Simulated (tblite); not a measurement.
Species: C₅H₁₂BNSi.
Numbering: `[CH3:1][BH:2][NH:3][C@@H:4]1[CH:5]=[CH:6][CH2:7][SiH2:8]1` (hydrogens: H9, H10, H11 on C1; H12 on B2; H13 on N3; H14 on C4; H15 on C5; H16 on C6; H17, H18 on C7; H19, H20 on Si8)

Computed with GFN2-xTB (tblite), gas phase: L-BFGS steps from a force-field or distance-geometry start until the largest atomic force falls under 0.01 eV/Å.

The end geometry, which sets the zero of energy:
```
atom  x, y, z in Å
C1     -3.3554    0.6849    1.1312
B2     -2.2669    0.2496    0.0625
N3     -0.9477    0.1139    0.4372
C4      0.1871   -0.2620   -0.3885
C5      0.8720   -1.4837    0.1693
C6      2.1540   -1.4163    0.4840
C7      2.8985   -0.1331    0.2577
Si8     1.5856    1.0610   -0.4476
H9     -4.1498   -0.0561    1.2076
H10    -2.9468    0.8313    2.1297
H11    -3.8367    1.6159    0.8352
H12    -2.5583    0.0412   -1.0568
H13    -0.6693    0.2799    1.3948
H14    -0.2106   -0.4941   -1.3811
H15     0.2752   -2.3723    0.3180
H16     2.6960   -2.2571    0.8944
H17     3.3451    0.2072    1.1942
H18     3.7303   -0.3052   -0.4274
H19     1.8956    1.5178   -1.8032
H20     1.2968    2.1878    0.4432
```

**Question.** These geometries come from the run, each turned onto the end geometry. Order them by energy, lowest first.
A.
```
atom  x, y, z in Å
C1     -3.2892    0.6895    1.1888
B2     -2.2582    0.2612    0.0597
N3     -0.9239    0.1337    0.3772
C4      0.1837   -0.2427   -0.4855
C5      0.8418   -1.4934    0.0392
C6      2.0908   -1.4306    0.4663
C7      2.8325   -0.1296    0.3743
Si8     1.6032    1.0581   -0.4771
H9     -3.8067   -0.1854    1.5810
H10    -2.8105    1.1811    2.0338
H11    -4.0598    1.3578    0.8115
H12    -2.6006    0.0303   -1.0409
H13    -0.6097    0.3007    1.3232
H14    -0.2368   -0.4327   -1.4768
H15     0.2480   -2.3943    0.0935
H16     2.6050   -2.2871    0.8797
H17     3.1339    0.1906    1.3738
H18     3.7559   -0.2675   -0.1896
H19     2.0437    1.4488   -1.8167
H20     1.2516    2.2220    0.3392
```
B.
```
atom  x, y, z in Å
C1     -3.2841    0.5429    1.2623
B2     -2.2387    0.1847    0.1216
N3     -0.8828    0.3553    0.3161
C4      0.2024   -0.0728   -0.5590
C5      0.7426   -1.3839   -0.0448
C6      1.9596   -1.4186    0.4694
C7      2.8124   -0.1846    0.4284
Si8     1.7458    1.0753   -0.5339
H9     -3.6971   -0.3867    1.6561
H10    -2.8932    1.1050    2.1110
H11    -4.1364    1.0941    0.8671
H12    -2.6314   -0.2593   -0.8929
H13    -0.5490    0.7417    1.1926
H14    -0.2358   -0.2257   -1.5482
H15     0.0769   -2.2371   -0.0497
H16     2.3698   -2.3076    0.9258
H17     3.0600    0.1454    1.4406
H18     3.7641   -0.4006   -0.0633
H19     2.3023    1.3314   -1.8582
H20     1.5075    2.3114    0.2135
```
C.
```
atom  x, y, z in Å
C1     -3.2961    0.6457    1.2127
B2     -2.2621    0.2091    0.0907
N3     -0.9116    0.2233    0.3697
C4      0.1876   -0.1730   -0.4958
C5      0.8110   -1.4594   -0.0112
C6      2.0560   -1.4392    0.4331
C7      2.8191   -0.1466    0.4192
Si8     1.6602    1.0637   -0.4939
H9     -3.7482   -0.2315    1.6732
H10    -2.8347    1.2221    2.0118
H11    -4.1158    1.2355    0.8099
H12    -2.6186   -0.1454   -0.9722
H13    -0.5890    0.4904    1.2900
H14    -0.2437   -0.3311   -1.4877
H15     0.1969   -2.3487   -0.0114
H16     2.5541   -2.3219    0.8097
H17     3.0402    0.1497    1.4476
H18     3.7856   -0.2806   -0.0683
H19     2.1159    1.3723   -1.8494
H20     1.3881    2.2763    0.2766
```
D.
```
atom  x, y, z in Å
C1     -3.3380    0.6735    1.1588
B2     -2.2527    0.3131    0.0584
N3     -0.9363    0.1277    0.4226
C4      0.1848   -0.2519   -0.4213
C5      0.8548   -1.4846    0.1286
C6      2.1266   -1.4215    0.4836
C7      2.8761   -0.1341    0.3019
Si8     1.6017    1.0524   -0.4821
H9     -3.9830   -0.1847    1.3461
H10    -2.9050    0.9634    2.1144
H11    -3.9919    1.4798    0.8324
H12    -2.5472    0.1718   -1.0712
H13    -0.6508    0.2360    1.3868
H14    -0.2263   -0.4709   -1.4111
H15     0.2527   -2.3733    0.2513
H16     2.6551   -2.2673    0.9017
H17     3.2545    0.2090    1.2673
H18     3.7552   -0.2999   -0.3229
H19     1.9541    1.4528   -1.8443
H20     1.3102    2.2193    0.3534
```
E.
```
atom  x, y, z in Å
C1     -3.1353    0.2217    1.3082
B2     -2.1838    0.1034    0.0543
N3     -0.9162    0.6524    0.1436
C4      0.2033    0.1643   -0.6462
C5      0.5388   -1.1624    0.0026
C6      1.6955   -1.3110    0.6250
C7      2.7561   -0.2678    0.4157
Si8     1.8641    1.1121   -0.5613
H9     -3.5257   -0.7466    1.6246
H10    -2.6248    0.6430    2.1730
H11    -3.9941    0.8571    1.1022
H12    -2.5026   -0.4381   -0.9307
H13    -0.6247    1.1322    0.9895
H14    -0.1470    0.0431   -1.6780
H15    -0.2813   -1.8630    0.0793
H16     1.8888   -2.1539    1.2795
H17     3.1688    0.0371    1.3776
H18     3.5781   -0.7319   -0.1356
H19     2.4123    1.3163   -1.9051
H20     1.8244    2.4026    0.1363
```

**Answer.** D (0.005 eV), A (0.011 eV), C (0.020 eV), B (0.049 eV), E (0.255 eV).

In the order of the answer:

| step | E above end (eV) | largest force (eV/Å) | rms force component (eV/Å) | rms distance from end (Å) | rms bond change (Å) | bond most changed (Å) |
| --- | --- | --- | --- | --- | --- | --- |
| 138 | 0.005 | 0.03 | 0.008 | 0.103 | 0.001 | C1–H11 -0.001 |
| 113 | 0.011 | 0.04 | 0.010 | 0.208 | 0.001 | C1–H11 -0.002 |
| 88 | 0.020 | 0.06 | 0.016 | 0.288 | 0.001 | C4–Si8 -0.003 |
| 61 | 0.049 | 0.19 | 0.058 | 0.370 | 0.002 | N3–C4 +0.005 |
| 42 | 0.255 | 0.29 | 0.102 | 0.613 | 0.004 | C4–Si8 -0.012 |

What follows is the cost of the whole relaxation. Hardware: one thread of an Intel Xeon Platinum 8375C at 2.90 GHz, shared host. Cost: 1.6 s of wall time.
